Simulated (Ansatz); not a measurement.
Isolated molecules relaxed with PBE0-D4/def2-TZVP in Ansatz; ΔE leaves out vibrations. CBS: MP2 limit from def2 TZ/QZ plus the TZ coupled-cluster correction, frozen cores. This one scheme is used for every species. Functionals use def2-TZVPP. def2 core potentials past Kr. For Te outer-core shells are correlated without core-valence functions, which leaves a few kJ/mol of doubt a bond.

Consider the silylene loss: `[SiH3][TeH]` → H₂Te + `[SiH2]`.

`[SiH3][TeH]`:

Z-matrix (Å, degrees):
```
Si
Te 1 2.494
H 1 1.484 2 111.4
H 1 1.484 2 111.4 3 122.4
H 1 1.484 2 104.9 3 -118.8
H 2 1.658 1 91.7 3 -60.9
```

H₂Te:

Cartesian coordinates in Å:
```
Te -0.303 0.690 -0.192
H 0.412 0.067 1.166
H -0.109 -0.757 -0.973
```

`[SiH2]`:

Cartesian coordinates in Å:
```
Si 0.158 -0.493 0.488
H -0.552 0.856 0.525
H 0.394 -0.363 -1.013
```

(1) Is it downhill or uphill in electronic energy at CCSD(T)/CBS, and by how much? (An estimate is asked.)

(2) What do these levels give: r2SCAN0-D4, LC-ωPBE, RPA@PBE/def2-TZVPP, MP2/def2-SVP, CCSD/def2-TZVPP, HF/def2-QZVPP? (Best estimate.)

Largest T1 diagnostic among the species: 0.014.

Results:

(1) Ansatz gave: Uphill: ΔE = +70.8 kcal/mol.

(2) Computed: r2SCAN0-D4 76.0, LC-ωPBE 74.1, RPA@PBE/def2-TZVPP 62.7, MP2/def2-SVP 70.6, CCSD/def2-TZVPP 66.6, HF/def2-QZVPP 65.9 kcal/mol.

From BLYP to BHLYP (50 % exact exchange), in def2-TZVPP and without D4, ΔE moves by +6.0 kcal/mol. The D4 term adds +2.7 kcal/mol with B3LYP and +1.4 kcal/mol with PBE0; it sums over pairs of atoms, weighted by their polarisabilities, and B3LYP, whose exchange is more repulsive, gets the larger term.

B3LYP here is the variant with VWN-RPA as its local correlation; programs differ in this.
